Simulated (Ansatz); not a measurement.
The cluster Cu₂Sn, relaxed as a singlet with RKS PBE-D4/def2-TZVP in Ansatz, starting from the GFN1-xTB geometry. Force threshold 0.02 eV/Å.

In the def2 sets Sn takes a core potential; there is no spin–orbit coupling. The relaxation made no stability test and no search for a lower SCF solution. The structure comes from a short search, and lower isomers may exist.

Start:

```xyz
3

Cu    0.2973    0.0572    1.3402
Cu   -0.9645   -0.8979   -0.3812
Sn    0.6673    0.8407   -0.9589
```

| step | energy (eV) | largest force component (eV/Å) | SCF passes |
| --- | --- | --- | --- |
| 1 | -95101.4278 | 0.864 | 21 |
| 2 | -95101.4809 | 0.390 | 26 |
| 3 | -95101.5070 | 0.097 | 25 |
| 4 | -95101.5100 | 0.022 | 24 |
| 5 | -95101.5102 | 0.001 | 25 |

Force components are those of the run's own axes.

End:

```xyz
3

Cu    0.3589    0.1055    1.4149
Cu   -1.0212   -0.9397   -0.4648
Sn    0.6624    0.8342   -0.9501
```

By distances, no bond broke or formed. The bond that changes most is Cu1–Cu2, from 2.34 to 2.56 Å (atoms count from 1).

No frequencies were taken in this run, so the end may be a saddle point.

Run time 6.5 s (4 threads of Arm Neoverse V1 on a shared host).
